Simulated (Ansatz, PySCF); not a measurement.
Process, species as SMILES: CB(C)N [[amino(methyl)boranyl]methane] → C[B]C + [NH2] (NH2) (the B-N bond at the site shown breaks; other sites are not compared here)
Geometries: B3LYP-D3(BJ)/def2-TZVP minima from Ansatz (a program for electronic structure), one conformer each, not searched for the lowest. Frequencies are from Ansatz or PySCF.

Wanted: bond dissociation energy (enthalpy at 298 K, with B3LYP-D3(BJ) rigid-rotor harmonic-oscillator terms), in eV. Valence correlation only, unless marked. UHF or UKS for open shells. Spin-orbit coupling is left out. No relativistic terms. CBS(X,Y): correlation extrapolated as X^-3; Hartree-Fock from the larger set. The bracket is a focal-point correction in the basis named.

```tsv
level	program	bond dissociation energy (eV)
HF/6-31G*	Ansatz	4.53
HF/cc-pVDZ	Ansatz	4.44
B97M-V/def2-TZVPD	Ansatz	5.73
HSE06-D4/def2-TZVPD	Ansatz + dftd4	5.76
CAM-B3LYP/def2-TZVPD	Ansatz	5.77
B2GP-PLYP-D3(BJ)/def2-TZVPD	Ansatz + dftd3	5.84
RI-MP2/aug-cc-pVTZ	Ansatz	6.08
SCS-MP2/STO-3G	Ansatz	6.39
CCSD/aug-cc-pVTZ	Ansatz	5.70
RI-MP2/CBS(aug-cc-pVTZ,aug-cc-pVQZ)+[CCSD(T)-MP2]/aug-cc-pVTZ	Ansatz	5.93
```
